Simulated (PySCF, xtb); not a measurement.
hexafluoropropylene oxide (C3F6O), SMILES FC1(C(F)(F)F)C(F)(O1)F.

GFN2-xTB in xtb 6.7.1 at its own geometry gives an orbital gap of 8.94 eV and a dipole moment of 0.34 D.

Geometry: PBE0-D3(BJ)/def2-SVP.

Task: What does r2SCAN/def2-SVP (PySCF) give? (An estimate is asked for; the answer gives what the named calculation found.)

Result: gap 9.06 eV (levels -8.57 and 0.49 eV), dipole 0.52 D.
